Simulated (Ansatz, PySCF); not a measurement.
Reaction (SMILES): O[Si](Cl)(Cl)Cl [trichloro(hydroxy)silane] + 4 [H][H] (H2) → 3 Cl (HCl) + O (H2O) + [SiH4] (SiH4)
Geometries: B3LYP-D3(BJ)/def2-TZVP minima from Ansatz (a quantum-chemistry and plane-wave program), one conformer each, not searched for the lowest. Frequencies are from Ansatz or PySCF.

Property: energy of full hydrogenation (enthalpy at 298 K, with B3LYP-D3(BJ) rigid-rotor harmonic-oscillator terms), in kcal/mol. Correlated levels leave the core frozen unless marked. No spin-orbit coupling. Non-relativistic. CBS marks a two-point X^-3 extrapolation of the correlation energy; Hartree-Fock from the larger set.

```json
[
 {"level": "HF/cc-pV(D+d)Z", "program": "Ansatz", "energy of full hydrogenation (kcal/mol)": "54.7"},
 {"level": "HF/def2-TZVPD", "program": "PySCF", "energy of full hydrogenation (kcal/mol)": "68.4"},
 {"level": "M06-2X/def2-TZVPD", "program": "PySCF", "energy of full hydrogenation (kcal/mol)": "87.5"},
 {"level": "B2GP-PLYP/def2-TZVPD", "program": "Ansatz", "energy of full hydrogenation (kcal/mol)": "80.6"},
 {"level": "MP2/STO-3G", "program": "Ansatz", "energy of full hydrogenation (kcal/mol)": "96.1"},
 {"level": "MP2/6-31G*", "program": "Ansatz", "energy of full hydrogenation (kcal/mol)": "99.1"},
 {"level": "MP2/aug-cc-pV(D+d)Z", "program": "Ansatz", "energy of full hydrogenation (kcal/mol)": "66.7"},
 {"level": "RI-MP2/aug-cc-pV(Q+d)Z", "program": "Ansatz", "energy of full hydrogenation (kcal/mol)": "87.7"},
 {"level": "RI-MP2/CBS(aug-cc-pV(T+d)Z,aug-cc-pV(Q+d)Z)", "program": "Ansatz", "energy of full hydrogenation (kcal/mol)": "89.8"},
 {"level": "CCSD(T)/CBS(cc-pV(T+d)Z,cc-pV(Q+d)Z)", "program": "Ansatz", "energy of full hydrogenation (kcal/mol)": "82.7"}
]
```
